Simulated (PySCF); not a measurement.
Several structures and their simulated spectra, in scrambled order.

A. SMILES FC1=C[C@@]2(C#N)C=C[C@H]3[C@@H]1[C@@]23F
B. `InChI=1S/C5H7FO2/c1-4(8-2)3-5(6)7/h3H,1-2H3/b4-3-`
C. `InChI=1S/C2H11NOSi3/c1-5-7(4)2-3-6-7/h3-4H,2,5-6H2,1H3/t7-/m1/s1`

Spectrum 1. ¹H NMR (300 MHz, computed): δ 6.25 (m, 1H), 5.49 (m, 1H), 5.36 (m, 1H), 3.79 (m, 1H), 3.64 (m, 1H). ¹³C{¹H} NMR (computed): δ 159.9 (C), 141.7 (CH), 123.6 (CH), 119.2 (C), 114.6 (CH), 109.7 (C), 50.2 (C), 49.0 (CH), 45.5 (CH).

Spectrum 2. ¹H NMR (300 MHz, computed): δ 5.79 (m, 1H), 5.55 (m, 1H), 4.17 (m, 1H), 4.04 (m, 1H), 3.72 (m, 1H), 3.61 (m, 1H), 1.27 (br s, 1H), 0.17 (m, 3H), -0.31 (br s, 1H). ¹³C{¹H} NMR (computed): δ 54.9 (CH2), -10.7 (CH3).

Spectrum 3. ¹H NMR (300 MHz, computed): δ 5.02 (m, 1H), 4.00 (s, 3H), 2.07 (s, 3H). ¹³C{¹H} NMR (computed): δ 181.6 (C), 161.6 (C), 95.9 (CH), 55.9 (CH3), 20.1 (CH3).

PySCF 2.14.0 with density-fitted response routines calculation with structure optimised with GFN2-xTB and shielding tensors at PBE0/pcSseg-1 (GIAO); fast rotation and ring inversion assumed for equivalent nuclei, no solvent, non-relativistic Hamiltonian, one computed conformer.

Shifts are taken against calculated references (same method and geometry level): ¹H and ¹³C vs TMS. Splittings of carbon signals by F and P are missing where no couplings were computed. Where no couplings were computed, multiplicities follow the n + 1 count of equivalent neighbours, and m marks all less simple cases (inequivalent or close neighbours, rings, F or P nearby). Shifts are as computed. Against solution values, carbons near 30 ppm lie about +3 ppm off and those near 130 ppm about +5 ppm. Of 1211 compounds with measured shifts, 218 miss one by over three times the rms of a fit or turn the order of signals round; such compounds aren't used in these exercises. OH and NH positions are gas-phase values without hydrogen bonding to other molecules.

Match each spectrum to its structure.

## Answers

1–A, 2–C, 3–B.

- Spectrum 1 (A): 9 ¹³C signals; δC 159.9 is a fully substituted alkene carbon; δC 141.7 is an alkene CH.
- Spectrum 2 (C): 2 ¹³C signals; δC 54.9 is an sp3 CH2 bonded to N and Si; δC -10.7 is a methyl carbon bonded to Si.
- Spectrum 3 (B): 5 ¹³C signals; δC 181.6 is an alkene carbon bearing oxygen; δC 95.9 is a β carbon of an enol-ether or enamine type C=C.
